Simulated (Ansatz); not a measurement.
Basis-set extrapolation for `C[O][Mg][OH]` (PBE0-D4/def2-TZVP geometry, frozen core, Ansatz). Multiplicity 1, RHF reference. For Mg the program correlates outer-core shells too, which these sets cover unevenly, so the extrapolated numbers aren't a true limit.

|  | def2-TZVPP | def2-QZVPP |
| --- | --- | --- |
| HF | -389.685767 | -389.705540 |
| MP2 correlation | -0.861164 | -0.954373 |
| CCSD(T) correlation | -0.906365 | -0.999572 |

Energies in hartree. Use E(X) = E(∞) + A·exp(−7.88·√X) for Hartree–Fock and E(X) = E(∞) + B·X^(−2.97) for correlation, with X = 3 and 4.

What is the CCSD(T) energy at the basis-set limit?

HF limit: -389.705540 + (-0.019773) × 0.13774 = -389.70826. Correlation limit: -0.999572 + (-0.093207) × 0.74074 = -1.06861. Total: -390.77687 hartree, 5.03 eV below CCSD(T)/def2-TZVPP.
